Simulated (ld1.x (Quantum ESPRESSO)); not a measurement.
## Before and after: RRKJ potential for platinum (Pt)

ld1.x (Quantum ESPRESSO) 7.5 input, shortened:

```
&input
   title='Pt', zed=78., rel=1, dft='PZ', iswitch=3,
   config='[Xe] 4f14 5d9 6s1 6p0'
 /
 &inputp
   pseudotype=2, tm=.false., rho0=0.001, lloc=0,
   nlcc=.false.
 /
3
5P  2  1   6.00   0.00  1.60  1.60  0.0
5D  3  2   9.00   0.00  1.75  1.75  0.0
6S  1  0   1.00   0.00  2.00  2.00  0.0
 &test
   configts(1)='5p6 5d9 6s1 6p0'
 /
```

Change: wave 6s (bound): rc 2.00 bohr becomes 6s (bound): rc 1.58 bohr.

Cutoffs: the cutoffs (Ry, on a coarse ladder) from which the occupation-weighted sum of valence levels, in a spherical-Bessel basis at the reference potential, stays within 10 and 1 mRy of its value at 400 Ry; they do not see the model core or the augmentation charge, which bear on the density cutoff. Errors are all-electron minus pseudo energies relative to the spin-unpolarised reference configuration.

Predict the effect on cutoff, ghosts and configuration errors.

The potential gets harder (50 Ry and 80 Ry → 60 Ry and 120 Ry); of the 9 tests that both files solve, the error grows in 1 and shrinks in 7 by more than 15 % and 0.3 meV (median size 27.9 → 20.4 meV); neither file shows a bound ghost. A smaller radius makes the pseudo-wave follow the all-electron one further in, where it bends more sharply, so more plane waves are needed.

| quantity | base | changed |
| --- | --- | --- |
| cutoff, loose | 50 Ry | 60 Ry |
| cutoff, tight | 80 Ry | 120 Ry |
| loose cutoff by channel (10 mRy a level) | p 35 Ry, d 35 Ry, s 12 Ry | p 35 Ry, d 35 Ry, s 35 Ry |
| bound ghosts | none | none |
| error for 5p6 5d9 6s0 6p0, meV [ΔE 9.54 eV] | -10 | +0.3 |
| error for 5p6 5d8 6s0 6p0, meV [ΔE 29.80 eV] | -38 | -21 |
| error for 5p6 5d7 6s0 6p0, meV [ΔE 62.32 eV] | -159 | -105 |
| error for 5p6 5d9 6s0 6p1, meV [ΔE 5.19 eV] | -470 | -311 |
| error for 5p6 5d10 6s0 6p0, meV [ΔE 0.05 eV] | -32 | -9.8 |
| error for 5p6 5d9 6s0.5 6p0, meV [ΔE 3.86 eV] | -2.8 | -0.4 |
| error for 5p6 5d9.5 6s0.5 6p0, meV [ΔE -0.09 eV] | -9.4 | -2.0 |
| error for 5p6 5d9 6s1 6p0 (spin-polarised), meV [ΔE -0.38 eV] | +28 | +28 |
| error for 5p6 5d9 6s0 6p0 (spin-polarised), meV [ΔE 9.42 eV] | +9.6 | +20 |
